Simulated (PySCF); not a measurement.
## Peak assignment

Mapped SMILES: `[O:1]=[C:2](/[CH:3]=[CH:4]/[Cl:5])[CH2:6][CH2:7][SiH3:8]` (H(Xn): hydrogen on atom n).

[PySCF 2.14.0 with density-fitted response routines: shielding tensors at PBE0/pcSseg-1 (GIAO); GFN2-xTB structure; no solvent; relativity neglected; fast rotation and ring inversion assumed for equivalent nuclei; one conformer]

Scale: ¹³C (σ = 186.93 ppm) and ¹H (σ = 31.72 ppm) against TMS (reference shieldings calculated alike).

Question: Assign these signals to the numbered atoms. ¹³C{¹H} NMR (computed): δ 200.5, 153.9, 136.0, 44.5, 5.2.

Answer: 
| δ (ppm) | atoms | environment | reason |
| --- | --- | --- | --- |
| 200.5 | C2 | ketone carbonyl carbon | low-lying n→π* states of the double bond to the heteroatom give a large paramagnetic term (-265 ppm) |
| 153.9 | C4 | β carbon of a C=C–C=O unit | conjugation with the carbonyl draws π density from the β position |
| 136.0 | C3 | α carbon of a C=C–C=O unit | as expected for a trigonal carbon in a double bond |
| 44.5 | C6 | sp3 CH2 α to a carbonyl | the adjacent C=O deshields it moderately |
| 5.2 | C7 | sp3 CH2 bonded to Si | an electropositive neighbour leaves it electron-rich and shielded |

Question: Assign these signals to the numbered atoms. ¹H NMR (500 MHz, computed): δ 7.77 (d, 1H), 6.52 (d, 1H), 3.92 (t, 3H), 2.71 (t, 2H), 0.91 (m, 2H).

Answer: 
7.77 → H(C4), hydrogen on a β carbon of a C=C–C=O unit: olefinic region
6.52 → H(C3), hydrogen on an α carbon of a C=C–C=O unit: a vinylic proton, deshielded by the sp2 carbon and the C=C anisotropy
3.92 → H(Si8), hydrogen on a silicon bonded to C
2.71 → H(C6), hydrogen on an sp3 CH2 α to a carbonyl: α to C=O
0.91 → H(C7), hydrogen on an sp3 CH2 bonded to Si

Carbons that carry Cl, above all several Cl atoms, come out too deshielded, partly because spin–orbit coupling is missing. Shifts are as computed. Against solution values, carbons near 30 ppm lie about +3 ppm off and those near 130 ppm about +5 ppm; carbons on Cl a further +6 ppm. Of 1309 compounds with measured shifts, 239 miss one by over three times the rms of a fit or turn the order of signals round; such compounds aren't used in these exercises. Multiplicities follow the n + 1 count of equivalent neighbours, as no J values were calculated; m marks all less simple cases, F and P coupling included.
